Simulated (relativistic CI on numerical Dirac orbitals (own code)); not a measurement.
Electric-dipole transitions in Ho LVIII

Method of calculation: Dirac-Coulomb-Breit CI, KLI orbitals optimised for each configuration, QED by a radiative potential, unscaled Slater integrals (own radial code, finite nucleus).

Configuration list (outside the closed core 1s2): 2s²2p⁶, 2s²2p⁵3s, 2s²2p⁵3p, 2s²2p⁵3d, 2s2p⁶3s, 2s2p⁶3p, 2s2p⁶3d, 2s²2p⁵4s, 2s²2p⁵4p, 2s²2p⁵4d, 2s²2p⁵4f, 2s²2p⁴3s², 2s2p⁶4s, 2s2p⁶4p, 2s²2p⁴3s3p, 2s2p⁶4d. Levels of other configurations are missing.

| λ vac (nm) | Lower | Upper | A (s⁻¹) | gf | Branching (%) |
| --- | --- | --- | --- | --- | --- |
| 0.12924 | 2s²2p⁶ ¹S0 [1] | 2s²2p⁵4d ¹P°1 [53] | 6.78e+14 | 5.10e-01 | 89.5 |
| 0.15233 | 2s²2p⁶ ¹S0 [1] | 2s²2p⁵3d ³D°1 [27] | 1.35e+15 | 1.41e+00 | 99.8 |
| 0.16895 | 2s²2p⁶ ¹S0 [1] | 2s²2p⁵3d ¹P°1 [17] | 1.83e+15 | 2.36e+00 | 100.0 |
| 0.44764 | 2s²2p⁵3s ³P°2 [2] | 2s²2p⁵4p ³D3 [42] | 2.79e+13 | 5.87e-01 | 80.5 |
| 0.45966 | 2s²2p⁵3p ³D2 [5] | 2s²2p⁵4d ³F°3 [48] | 6.39e+13 | 1.42e+00 | 81.7 |
| 0.49873 | 2s²2p⁵3p ¹P1 [7] | 2s²2p⁵4d ¹D°2 [51] | 5.15e+13 | 9.61e-01 | 64.3 |
| 0.49911 | 2s²2p⁵3p ³D2 [23] | 2s²2p⁵4d ³F°3 [71] | 7.96e+13 | 2.08e+00 | 99.6 |
| 0.49913 | 2s²2p⁵3p ³D3 [6] | 2s²2p⁵4d ³F°4 [50] | 7.98e+13 | 2.68e+00 | 99.6 |
| 0.50031 | 2s²2p⁵3p ³P2 [8] | 2s²2p⁵4d ³D°3 [52] | 6.39e+13 | 1.68e+00 | 80.0 |
| 0.52332 | 2s²2p⁵3d ³P°1 [11] | 2s²2p⁵4f ³D2 [56] | 9.30e+13 | 1.91e+00 | 55.4 |
| 0.52337 | 2s²2p⁵3d ³F°2 [26] | 2s²2p⁵4f ³G3 [72] | 1.55e+14 | 4.46e+00 | 93.3 |
| 0.52416 | 2s²2p⁵3d ³F°3 [12] | 2s²2p⁵4f ³G4 [55] | 1.55e+14 | 5.73e+00 | 93.0 |
| 0.52501 | 2s²2p⁵3d ³D°2 [13] | 2s²2p⁵4f ³F3 [57] | 1.22e+14 | 3.53e+00 | 73.4 |
| 0.53334 | 2s²2p⁵3d ³F°4 [14] | 2s²2p⁵4f ³G5 [58] | 1.62e+14 | 7.62e+00 | 99.8 |
| 0.53374 | 2s²2p⁵3d ³P°2 [30] | 2s²2p⁵4f ³D3 [75] | 1.55e+14 | 4.62e+00 | 94.7 |
| 0.53422 | 2s²2p⁵3d ¹D°2 [15] | 2s²2p⁵4f ¹F3 [60] | 1.34e+14 | 4.00e+00 | 81.7 |
| 0.53452 | 2s²2p⁵3d ³F°3 [31] | 2s²2p⁵4f ³G4 [74] | 1.62e+14 | 6.25e+00 | 99.8 |
| 0.53610 | 2s²2p⁵3d ³D°3 [16] | 2s²2p⁵4f ³F4 [61] | 1.43e+14 | 5.56e+00 | 88.4 |
| 0.54273 | 2s²2p⁵3d ¹P°1 [17] | 2s²2p⁵4f ¹D2 [59] | 1.30e+14 | 2.88e+00 | 78.5 |
| 3.3920 | 2s²2p⁵3s ³P°2 [2] | 2s²2p⁵3p ³D3 [6] | 7.01e+11 | 8.46e-01 | 100.0 |

Terms are leading LS components. Brackets give the number of a level in order of energy, since labels repeat. The list gives strong lines, with weight on those to low levels, without lines whose two gauges differ by over a factor of 2.5, among the lowest 85 of 132 levels, so that lines to higher ones, which can be the strongest, are missing. Levels whose partners in the same complex of configurations lie outside the list can be far off, and so can their lines. Rates are taken at the computed energies, electric ones in the length gauge.

At this charge energies of transitions that change n are usually good to better than 1 %, and those within a shell (Δn = 0) to a few per cent.

LS names give the leading component of a level, which can be under half, so a name can repeat, a term be missing and a line seem to break the LS rules.
